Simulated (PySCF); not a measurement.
**Static response to an electric field**

C₄H₁₀GeO.
Atom-mapped SMILES: `[CH3:1][O:2][GeH:3]1[CH2:4][CH2:5][CH2:6]1` (hydrogens: H7, H8, H9 on C1; H10 on Ge3; H11, H12 on C4; H13, H14 on C5; H15, H16 on C6)

Structure used (PBE0-D3(BJ)/def2-SVP), in Å, numbered top down from 1:
```
atom  x, y, z in Å
C1     2.8259   -0.2120   -0.4658
O2     1.5295    0.2381   -0.7248
Ge3    0.2956    0.3365    0.5599
C4    -1.3694    1.1980   -0.0184
C5    -2.1377   -0.0146    0.5691
C6    -1.0441   -1.1109    0.6495
H7     3.2767    0.2663    0.4265
H8     2.8736   -1.3081   -0.3153
H9     3.4657    0.0315   -1.3298
H10    1.0154    0.7800    1.8567
H11   -1.3916    1.2109   -1.1196
H12   -1.6614    2.1907    0.3504
H13   -3.0272   -0.3072   -0.0138
H14   -2.4938    0.2286    1.5835
H15   -0.9881   -1.7085   -0.2742
H16   -1.1016   -1.7951    1.5074
```

Level: CAM-B3LYP/def2-SVPD (PySCF), static field, nuclei fixed, core orbitals frozen in the response. The polarisability tensor in these axes (au):

```
x   98.17  0.07 -1.36
y    0.07 74.10 -0.36
z   -1.36 -0.36 71.09
```

Task: Diagonalise the tensor; give its mean and Δα, where Δα² is half the sum of the squared differences of the eigenvalues.

Result: Principal values 70.98, 74.14 and 98.23 au; mean 81.12 au = 12.02 Å³ = 13.37 × 10⁻⁴⁰ C²·m²/J; Δα = 25.82 au (32 % of the mean).

Task: What is the dipole moment, and where does it point?

Result: (-0.18, -0.35, 1.06) D, 1.13 D in size, pointing from the negative to the positive side. Measured along this direction, the outermost atoms are H9 at the negative end and H16 at the positive end.

Task: Rayleigh depolarisation ratio (linearly polarised light, static tensor)?

Result: ρ = 3Δα²/(45ᾱ² + 4Δα²) = 2000.4/(296100 + 2667.2) = 0.0067.

Task: What molar refraction does this α imply?

Result: Lorentz–Lorenz: R = (4π/3)N_A α = 2.5225 cm³/(mol·Å³) × 12.02 Å³ = 30.3 cm³/mol, in the limit of long wavelengths.

Task: Give the principal axes and the span of the nuclei along them.

Result: Largest value along (1.00, 0.00, -0.05), where the nuclei span 6.55 Å; middle along (-0.01, 0.99, -0.11), 4.10 Å; least along (0.05, 0.11, 0.99), 3.13 Å. The response follows the extents in order.

One conformer (not necessarily the lowest) at the PBE0-D3(BJ)/def2-SVP geometry, without solvent, vibrations or thermal averaging. The calculation is non-relativistic, for germanium too.

The run behind these numbers computed excited states and ΔSCF ions as well. Time: 3.9 min. Hardware: an x86-64 server with one thread (shared host).
